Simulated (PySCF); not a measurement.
Run record: geometry optimisation, `[CH3][SnH2][B](F)F`.

Method: PBE0-D3(BJ)/def2-SVP geometry optimisation, gas phase, def2 core potentials past Kr (PySCF 2.14.0). Start geometry: GFN2-xTB. The input is one job of a driver script: a line of settings, then coordinates in Å.

Input:
```
{"job": {"xc": "PBE0", "basis": "def2-SVP", "d3": "d3bj", "grid": 1, "maxiter": 30, "shake": 0.01, "kind": "geom"}, "charge": 0, "multiplicity": 1}
C     -1.599480    -0.576020     0.011090
Sn     0.075630     0.765270    -0.216600
B      2.029760    -0.232970     0.249010
F      2.666230    -1.086170    -0.548300
F      2.713860    -0.047380     1.359750
H     -2.538470    -0.026710    -0.252880
H     -1.687330    -0.902220     1.030800
H     -1.499640    -1.404920    -0.650620
H     -0.167130     2.120970     0.756750
H      0.056990     1.369230    -1.760050
```

Problem. Estimate the output.

Solution. 
```
step   0  E = -479.56479311  max force = 0.031668
step   1  E = -479.56907021  max force = 0.011383
step   2  E = -479.56974468  max force = 0.002086
step   3  E = -479.56981511  max force = 0.001058
step   4  E = -479.56983229  max force = 0.000579
step   5  E = -479.56982544  max force = 0.000615
step   6  E = -479.56982523  max force = 0.000279
optimisation converged
```

Energies in Eh; «max force» is the largest Cartesian gradient component in Eh/bohr.

Problem. How much energy does the optimisation release, in kJ/mol?

Solution. E(step 0) − E(last step) = 0.005032 Eh, which is 13.2 kJ/mol.

Main results: final energy -479.56983 Eh after 6 steps; dipole 1.13 D.

Problem. Where do the atoms end?

Solution. 0.081 Å rms from the input after alignment:
```
atom  x, y, z in Å
C1    -1.5758   -0.5441    0.0787
Sn2    0.0627    0.8251   -0.2146
B3     2.0091   -0.2663    0.1623
F4     2.4646   -1.1566   -0.6978
F5     2.7312   -0.0830    1.2489
H6    -2.5284   -0.0436   -0.1408
H7    -1.5878   -0.8987    1.1188
H8    -1.4600   -1.4070   -0.5920
H9    -0.0953    2.1613    0.8490
H10    0.0321    1.3945   -1.8335
```

On one thread of an AMD EPYC 9B45, no GPU, shared host with 96 logical CPUs at a one-minute load of 23, this took 18 s and 0.45 GiB of memory at its peak.
Labels such as C1 count atoms from 1, the log's own numbers from 0.
